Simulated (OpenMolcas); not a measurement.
## Ni5+: effect of the IPEA shift

```json
{"Program": "OpenMolcas", "Basis": "ANO-R1 [5s4p2d1f]", "Scalar Hamiltonian": "X2C, finite nucleus", "Active space": "5 electrons in 5 orbitals (3d)", "State averaging": "2S+1 = 6 even, 1 root; 2S+1 = 4 even, 24 roots; 2S+1 = 2 even, 75 roots", "Spin-orbit coupling": "RASSI with atomic mean-field integrals over the reference wave functions, term energies averaged over their components"}
```

Methods on the same reference wave functions:
A. CASSCF
B. MS-CASPT2, IPEA 0.25 Eh, imaginary shift 0.1 Eh (closed shells correlated: 3s 3p)
C. MS-CASPT2, IPEA 0.5 Eh, imaginary shift 0.1 Eh (closed shells correlated: 3s 3p)

Energies in cm-1 above 3d5 6S 5/2, the measured ground level; measured values from Corliss and Sugar, J. Phys. Chem. Ref. Data 10, 197 (1981).

```json
{"Level": "3d5 6S 5/2", "A": "0.0", "B": "0.0", "C": "0.0", "Measured": "0.0"}
{"Level": "3d5 4G 5/2", "A": "47079", "B": "44990", "C": "45010", "Measured": ""}
{"Level": "3d5 4G 7/2", "A": "47154", "B": "45080", "C": "45090", "Measured": ""}
{"Level": "3d5 4G 11/2", "A": "47173", "B": "45110", "C": "45120", "Measured": "41921"}
{"Level": "3d5 4G 9/2", "A": "47198", "B": "45130", "C": "45140", "Measured": ""}
{"Level": "3d5 4P 5/2", "A": "54001", "B": "48760", "C": "48890", "Measured": "45884"}
{"Level": "3d5 4P 3/2", "A": "54205", "B": "48960", "C": "49080", "Measured": "46104"}
{"Level": "3d5 4P 1/2", "A": "54451", "B": "49180", "C": "49300", "Measured": "46325"}
{"Level": "3d5 4D 7/2", "A": "58508", "B": "53880", "C": "53950", "Measured": "50331"}
{"Level": "3d5 4D 1/2", "A": "58748", "B": "54110", "C": "54180", "Measured": ""}
{"Level": "3d5 4D 3/2", "A": "58937", "B": "54260", "C": "54330", "Measured": ""}
{"Level": "3d5 4D 5/2", "A": "58977", "B": "54290", "C": "54360", "Measured": ""}
{"Level": "3d5 2I 11/2", "A": "67122", "B": "65790", "C": "65830", "Measured": "61196"}
{"Level": "3d5 2I 13/2", "A": "67300", "B": "66010", "C": "66040", "Measured": "61280"}
{"Level": "3d5 2D 5/2(1) [63 %]", "A": "74867", "B": "68370", "C": "68630", "Measured": "64152"}
{"Level": "3d5 2D 3/2(1)", "A": "76095", "B": "69480", "C": "69740", "Measured": "65174"}
{"Level": "3d5 2F 7/2(1)", "A": "77828", "B": "71730", "C": "71990", "Measured": "67085"}
{"Level": "3d5 4F 9/2", "A": "78773", "B": "73330", "C": "73410", "Measured": ""}
{"Level": "3d5 4F 7/2", "A": "78965", "B": "73480", "C": "73560", "Measured": ""}
{"Level": "3d5 4F 3/2", "A": "79455", "B": "73870", "C": "73960", "Measured": ""}
{"Level": "3d5 2H 9/2", "A": "82303", "B": "78090", "C": "78290", "Measured": "72909"}
{"Level": "3d5 2H 11/2", "A": "82964", "B": "78970", "C": "79170", "Measured": "73757"}
{"Level": "3d5 2G 7/2(1)", "A": "85211", "B": "80120", "C": "80350", "Measured": "74628"}
{"Level": "3d5 2G 9/2(1)", "A": "85772", "B": "80860", "C": "81080", "Measured": "75442"}
```

Deviations, from unrounded energies. A percentage is the sum of absolute deviations over the sum of measured energies, with the sign that they share, or ± where signs differ.

```tsv
Against measurement	Levels	A	B	C
mean absolute deviation (cm-1)	14	8700	4200	4400
other terms of the ground configuration (%)	14	+14.4	+7.0	+7.2
```

B, C lie about equally close to measurement and A furthest from it. The largest miss of B in the table is 3d5 2G 7/2(1), by +5500 cm-1. The ranking rests on the paired levels alone, and a cruder setting can come out closer through cancelling errors.

Between B and C the level of the table that moves most is 3d5 2D 5/2(1) [63 %], by 260 cm-1 (lowest in B, highest in C). Moves below CASPT2's spread within the term are not significant.

The mean deviations of B to C differ by less than CASPT2's widest spread within a term (770 cm-1), so their order carries little weight.

From A to B the spin-free energies of the other terms of 3d5 shown, above 6S, scale by factors of 0.90 to 0.98.

The lowest spin-free term lies below A's lowest term by 0.250 hartree in B, 0.244 hartree in C.

Term energies are means over components that CASPT2 splits; among the terms shown or strongly mixed into the levels shown the widest spread is 770 cm-1 (3d5 4F, C). The basis is small and was not contracted for so high a charge. Without dynamic correlation excited terms often stand tens of per cent too high (terms of higher spin than the ground term too low), and those without a measured partner can miss by more than the paired ones (holds for A). Some levels mix across a computed gap that differs much from the measured one, so their mixing is not that of the real levels (holds for A). Blocks of more than 70 roots (2S+1 = 2 even) ran without multistate coupling (holds for B; C). Measured partners are found by configuration, term and J. A level has none where our copy of the source lacks it or the pairing is in doubt (some pairs that miss far off the trend of their configuration count as doubtful), and it then counts in no deviation. Levels of configurations outside the active space are missing. Levels that lie high or do not pair safely by name in every column are left out.

A share in square brackets marks a mixed level and gives the weight of the term that names it, the lowest over the columns. A number in round brackets counts repeated terms of one configuration in the order of the reference energies.
